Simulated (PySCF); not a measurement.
**Worked example: chemical shift, span and skew from a shielding tensor**

CH5BFNO, SMILES NB(O)CF. Atoms are numbered in the order given.

```xyz
10

N      1.3731     0.5624     0.0000
B     -0.0290     0.5671     0.0000
O     -0.8189     1.6854     0.0000
C     -0.7786    -0.8320     0.0000
F      0.1242    -1.8856     0.0000
H      1.8577    -0.3260     0.0000
H      1.9756     1.3731     0.0000
H     -0.3279     2.5114     0.0000
H     -1.4333    -0.9264    -0.8855
H     -1.4333    -0.9264     0.8855
```
Charge 0, spin multiplicity 1.

The structure is a stationary point at PBE0-D3(BJ)/def2-SVP. The structure was generated by enumeration, and PubChem lists no compound with its InChIKey, so it may never have been made. One conformer was computed; it need not be the lowest.

GIAO shieldings from PBE/pcSseg-1 run with PySCF, non-relativistic, no solvent. The symmetric part of the tensor of C4 has the principal values 59.2, 70.7, 173.3 ppm. The same nucleus in TMS has σ = 182.0 ppm at this level (PySCF, at its B3LYP-D3(BJ)/def2-TZVP geometry).

Task: Work out the isotropic shielding, the ¹³C shift against TMS, the span and the skew.

Result: 
σ(iso) = (σ11 + σ22 + σ33)/3 = 101.1 ppm. δ = σ(ref) − σ(iso) = 182.0 − (101.1) = 80.9 ppm.
Span Ω = σ33 − σ11 = 114.1 ppm. Skew κ = 3(σ(iso) − σ22)/Ω = 0.80. Tumbling in solution averages the tensor to δ; in a static solid the shielding alone would spread this spin-1/2 line over Ω.
